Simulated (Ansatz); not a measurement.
Consider the atomization: `[SiH3][GeH][Cl]`• → Cl• + Ge• + 4 H• + Si•.

Calculated with Ansatz (gas phase, PBE0-D4/def2-TZVP geometries, no zero-point term in ΔE). CBS: MP2 limit from def2 TZ/QZ plus the TZ coupled-cluster correction, frozen cores. This one scheme is used for every species, atoms too. For atomizations the MP2-based limit and the directly extrapolated one differ by several kJ/mol either way, and by 10 to 25 for some Ge, Se and Sn compounds, so smaller differences from it don't rank the levels. DFT in def2-TZVPP. B3LYP here is the variant with VWN-RPA as its local correlation; programs differ in this. No spin–orbit coupling; open shells (•) take unrestricted orbitals. Spin–orbit coupling would lower the free atoms: a little for Cl, Si; clearly for Ge. For Ge outer-core shells are correlated without core-valence functions, so the limit isn't a true one: a few kJ/mol of doubt a bond, and 10 to 20 or more in all where bonds break to atoms. Scalar relativity is left out up to krypton.

```
          level  ΔE (eV)  difference from CCSD(T)/CBS
    LDA (SPW92)    21.16                         2.23
     r2SCANh-D4    19.03                         0.10
        ωB97M-V    18.87                        -0.06
       PBE-QIDH    18.74                        -0.19
            PBE    18.66                        -0.27
           BLYP    18.27                        -0.66
          B3LYP    18.57                        -0.36
        r2SCANh    18.99                         0.06
          BHLYP    18.41                        -0.52
        LC-ωPBE    18.57                        -0.36
   MP2/def2-SVP    17.27                        -1.66
 MP2/def2-TZVPP    18.37                        -0.56
CCSD/def2-TZVPP    18.27                        -0.66
  HF/def2-QZVPP    14.24                        -4.69
 MP2/def2-QZVPP    18.63                        -0.30
 CCSD/CBS(def2)    18.71                        -0.22
    CCSD(T)/CBS    18.93                            0
```

Largest T1 diagnostic among the species: 0.013.

In def2-TZVPP, CCSD(T) changes the Hartree–Fock value by +4.27 eV (the triples alone add +0.22 eV) and MP2 by +4.15 eV; breaking electron pairs costs correlation energy, which Hartree–Fock lacks. From r2SCAN to r2SCAN0 (25 % exact exchange), in def2-TZVPP and without D4, ΔE moves by −0.19 eV: exact exchange takes away binding that semilocal exchange gives to molecules.
